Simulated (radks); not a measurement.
Question: Valence configurations of Ti II (all share [Ar]). All-electron calculation, Dirac Kohn-Sham, BLYP, spin-unpolarised, spherical densities, finite nucleus; open shells fill j = l - 1/2 first; Fermi nuclear charge, rms radius 3.5921 fm. Program: a radial shooting solver on a logarithmic mesh with Libxc functionals. Order these by energy: 3d1 4s2; 3d2.5 4s0.5; 3d0.5 4s1.5 4p1; 3d3; 3d2 4p1; 4s1 4p2; 3d1.5 4s1.5; 3d1.5 4s1 4p0.5; 3d1 4s1 4p1; 3d2 4s1.

Answer: From the lowest, in eV above it: 3d2.5 4s0.5 0.000; 3d2 4s1 0.178; 3d3 0.325; 3d1.5 4s1.5 0.985; 3d1 4s2 2.545; 3d1.5 4s1 4p0.5 2.976; 3d2 4p1 3.972; 3d1 4s1 4p1 6.782; 3d0.5 4s1.5 4p1 9.447; 4s1 4p2 17.894. NIST lists [Ar] 3d2 4s1 as the ground configuration; this level of theory puts 3d2.5 4s0.5 lower, by 0.178 eV. The energies are those of spherical spin-averaged densities, not of single terms.
